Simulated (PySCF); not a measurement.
CF, SMILES F[C] (connectivity only; charge and spin as stated), neutral, multiplicity 2. The structure is a stationary point at PBE0-D3(BJ)/def2-TZVPD.

Calculation: PBE0-D3(BJ)/def2-TZVPD in PySCF.

Harmonic wavenumbers (cm⁻¹): 1334. Rotational constants (GHz): 42.67 (linear); symmetry number 1.

Q: Work out the zero-point energy and the ideal-gas rigid-rotor harmonic-oscillator thermochemistry at 298.15 K and 1 atm.

A: ZPE = ½ Σ hcν = ½ × 1334 cm⁻¹ = 7.98 kJ/mol. H − E(el) = 16.68 kJ/mol. Entropy in J/(mol K): translation 151.58, rotation 49.73, vibration 0.10, spin 5.76, total 207.17. G − E(el) = -45.09 kJ/mol. Cp = 29.65 J/(mol K).
